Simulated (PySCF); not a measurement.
CsCl, SMILES [Cl][Cs].

The structure is a stationary point at B3LYP-D3(BJ)/def2-TZVPD. The def2 effective core potentials stand for the cores of Cs; spin–orbit coupling is left out.

Vertical ionisation energy (IE) and electron affinity (EA) in eV. Rows of orbital energies are one-electron estimates. Where ΔSCF, EOM or ADC give a negative EA the extra electron is unbound and the value depends on the basis.

```json
[
 {"level": "−ε(HOMO), −ε(LUMO), r2SCAN/def2-TZVPD (PySCF)", "IE": "?", "EA": "?"},
 {"level": "−ε(HOMO), −ε(LUMO), CAM-B3LYP/def2-TZVPD (PySCF)", "IE": "7.30", "EA": "0.80"}
]
```

Problem. Complete the blanks. (Estimate from the structure and the level; the computed values follow.)

Solution. 
- −ε(HOMO), −ε(LUMO), r2SCAN/def2-TZVPD (PySCF), IE: 4.94
- −ε(HOMO), −ε(LUMO), r2SCAN/def2-TZVPD (PySCF), EA: 0.91
